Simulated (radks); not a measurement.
Values are calculated unless marked as measured or tabulated.
Coulomb parameter of the 4d shell of the palladium ion Pd+ in the model configuration [Kr] 4d7.5 5p1.5, as a second difference U = [E(n + 0.5) + E(n - 0.5) - 2 E(n)] / (0.5)^2 with all orbitals relaxed. "Bare": the charge of the atom changes with n. "Screened": the 5p shell takes up the change at fixed total charge, which measures U(4d,4d) + U(5p,5p) - 2 U(4d,5p). Code: a radial shooting solver on a logarithmic mesh with Libxc functionals. Model: scalar-relativistic Kohn-Sham, PBEsol, spin-unpolarised, spherical densities, point nucleus.

case              configuration  E - E(n) (eV)
start          [Kr] 4d7.5 5p1.5          0.000
bare +0.5        [Kr] 4d8 5p1.5         -9.400
bare -0.5        [Kr] 4d7 5p1.5         12.468
screened +0.5      [Kr] 4d8 5p1         -6.110
screened -0.5      [Kr] 4d7 5p2          6.920

U(bare) = 12.275 eV, U(screened by 5p) = 3.238 eV, against the Slater integral F0(4d,4d) = 18.165 eV with frozen orbitals.
